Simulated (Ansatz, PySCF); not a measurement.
Zn(SH)(SMe) (CH4S2Zn), SMILES [SH][Zn][S]C.

The structure is a stationary point at PBE0-D3(BJ)/def2-SVP. The structure was generated by enumeration; whether it is a known compound was not checked. The values are those of a single conformer.

Vertical ionisation energy (IE) and electron affinity (EA) in eV. Rows of orbital energies are one-electron estimates. Where ΔSCF, EOM or ADC give a negative EA the extra electron is unbound and the value depends on the basis.

| level | IE | EA |
|---|---|---|
| −ε(HOMO), −ε(LUMO), PBE0/def2-TZVP (PySCF) | 6.89 | 0.92 |
| −ε(HOMO), −ε(LUMO), PBE/def2-TZVP (PySCF) | 5.72 | 1.74 |
| ΔSCF, PBE0/def2-SVPD (Ansatz), final states of multiplicity 2 and 2 | 8.98 | -0.32 |
| ΔSCF, PBE/def2-SVPD (Ansatz), final states of multiplicity 2 and 2 | 8.66 | -0.19 |

### Question
What vertical singlet–triplet gap does ΔSCF give with PBE0/def2-SVPD (Ansatz, a quantum-chemistry and plane-wave program) and with PBE/def2-SVPD (Ansatz)? (The exact figures need the calculation; the answer reports its results.)

### Answer
4.48 and 4.05 eV (triplet above singlet where positive).
